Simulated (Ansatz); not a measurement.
Geometry optimisation, RKS PBE-D4/6-31G* (Ansatz).

input.yaml

```yaml
crystal:
  periodic: [false, false, false]
  atoms:
    - { symbol: Si, position_ang: [0.0, 0.0, 0.0] }
    - { symbol: H, position_ang: [0.0, 0.0, 1.81] }
    - { symbol: O, position_ang: [1.5842, 0.0, -0.5594] }
    - { symbol: H, position_ang: [1.9006, -0.9521, -0.6761] }
    - { symbol: H, position_ang: [-0.6877, 1.1914, -0.4862] }
    - { symbol: O, position_ang: [-0.7913, -1.3709, -0.5594] }
    - { symbol: H, position_ang: [-1.2459, -1.8365, 0.2129] }
    - { symbol: S, position_ang: [1.2901, 1.9456, 0.7757] }
    - { symbol: H, position_ang: [2.367, 1.5107, 1.5575] }
    - { symbol: H, position_ang: [0.5256, 0.7926, 1.8802] }
basis:
  gaussian: { orbitals: "6-31G*" }
hamiltonian:
  xc: pbe
  dispersion: d4
relax:
  f_tol: 0.15
  max_steps: 25
  restrain:
    - { distance: [0, 7], at: 2.16, k: 30.0 }
    - { distance: [9, 1], at: 0.66, k: 30.0 }
    - { distance: [0, 1], at: 2.66, k: 30.0 }
    - { distance: [9, 7], at: 2.6, k: 30.0 }
output:
  orbitals: {}
```

Command:

```bash
$ ansatz run input.yaml --threads 1 --pin off --max-ram 2048MiB --backend cpu --events-out ev --progress --plain --runs-dir out
```

Q: Where does it end, and by what steps?

A: The run converged. The restraints hold the end off the free minimum; the threshold counts their pulls, which the force column leaves out. Restrained pairs: Si1–S8 (2.46 → 2.15 Å), H2–H10 (0.95 → 0.71 Å), Si1–H2 (1.81 → 2.68 Å), S8–H10 (1.77 → 2.61 Å). After 11 steps the energy has fallen by 3.418 eV (the restraints' own energy left out); H10 moved furthest, 1.03 Å.

| step | energy less start (eV) | largest force component (eV/Å) | accepted |
| --- | --- | --- | --- |
| 0 | 0.0000 | 3.570 | yes |
| 1 | 0.2439 | 2.861 | yes |
| 2 | -0.0934 | 3.128 | yes |
| 3 | -1.3529 | 3.028 | yes |
| 4 | -2.2766 | 2.080 | yes |
| 5 | -2.7579 | 0.796 | yes |
| 6 | -3.0557 | 0.855 | yes |
| 7 | -3.3156 | 1.050 | yes |
| 8 | -3.3811 | 1.179 | yes |
| 9 | -3.4028 | 1.295 | yes |
| 10 | -3.4335 | 0.644 | no |
| 11 | -3.4181 | 1.297 | yes |

```xyz
10
Properties=species:S:1:pos:R:3
Si 0.395 0.338 -0.369
H 0.042 -0.257 2.218
O 1.815 -0.199 -1.055
H 1.761 -1.139 -1.325
H -0.600 0.962 -1.302
O -0.275 -1.065 0.265
H -1.226 -1.017 0.485
S 0.937 2.004 0.884
H 1.981 1.369 1.481
H 0.112 0.286 2.675
```

Time of the run: 40 s on 1 thread of Arm Neoverse V1, on a shared host, peak memory 0.12 GiB.
